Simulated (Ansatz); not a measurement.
Cartesian coordinates in Å:
```
N 1.8440 -1.1751 -0.3631
Hf 1.0823 0.7043 -0.0601
O 2.3712 1.6690 1.0322
O 1.2576 1.6038 -1.7767
C -0.5747 0.7395 1.8809
C -1.0453 1.6509 0.9080
C -1.4280 0.9112 -0.2292
C -1.1771 -0.4635 0.0126
Si -1.4917 -1.8783 -1.1452
C -0.6493 -0.5511 1.3331
H 2.7428 -1.3068 -0.8082
H 1.4677 -2.0792 -0.1276
H 2.8464 1.7631 1.8512
H 0.9580 1.6506 -2.6793
H -0.1941 0.9978 2.8583
H -1.0949 2.7255 1.0151
H -1.8161 1.3303 -1.1467
H -1.1188 -1.5149 -2.5367
H -2.9329 -2.2523 -1.1386
H -0.7088 -3.0623 -0.7041
H -0.3382 -1.4622 1.8242
```

Total charge 0; spin multiplicity 1. Hf takes the def2 core potential.

Problem. List the CAM-B3LYP/def2-TZVPP orbital energies in eV (Ansatz 0.2.0). (Best estimate.)

Solution. Computed: Occupied: -1800.84, -521.61, -521.59, -390.14, -279.21, -279.20, -279.19, -279.17, -278.90, -145.43, -100.76, -100.75, -100.75, -69.19, -37.77, -37.70, -37.50, -27.86, -27.66, -26.52, -23.88, -21.86, -21.79, -17.55, -17.14, -16.87, -15.23, -14.96, -14.81, -14.30, -13.10, -12.90, -12.59, -12.51, -11.59, -11.18, -11.08, -11.02, -10.94, -10.66, -10.39, -9.97, -8.59, -8.56, -8.15. Lowest empty: 0.80, 1.00, 1.24, 1.67, 1.95, 2.09, 2.21, 2.35.
